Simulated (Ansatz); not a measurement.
Program: Ansatz 0.2.0.

A structure relaxed at PBE0-D4/def2-TZVP, charge 0, multiplicity 1:

Cartesian coordinates in Å:
```
F -1.338 -0.196 -1.175
Ti -0.093 0.028 0.010
F -0.762 0.830 1.393
Cl 0.696 -1.904 0.604
Cl 1.497 1.242 -0.832
```

Q: Give its formula and SMILES.

A: Cl2F2Ti, `[F][Ti]([F])([Cl])[Cl]`.

Q: Point group (tolerance 0.08 Å, 0.16 Å for H)?

A: C2v.

Q: Summarise the bond lengths by kind.

A: 2 × F–Ti 1.733 Å; 2 × Cl–Ti 2.170 Å.
